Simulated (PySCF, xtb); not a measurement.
CBr3, SMILES Br[C](Br)Br, multiplicity 2.

Harmonic wavenumbers (cm⁻¹) from GFN2-xTB (xtb 6.7.1) at its own minimum, in rising order: 142, 142, 222, 359, 678, 679.

What does PBE-D3(BJ)/def2-SVP in PySCF give at its own minimum? (The exact figures need the calculation; the answer reports its results.)

156, 156, 230, 303, 749, 749. Paired by order, the mean absolute difference is 39 cm⁻¹ and the zero-point energies are 3.2 and 3.3 kcal/mol.
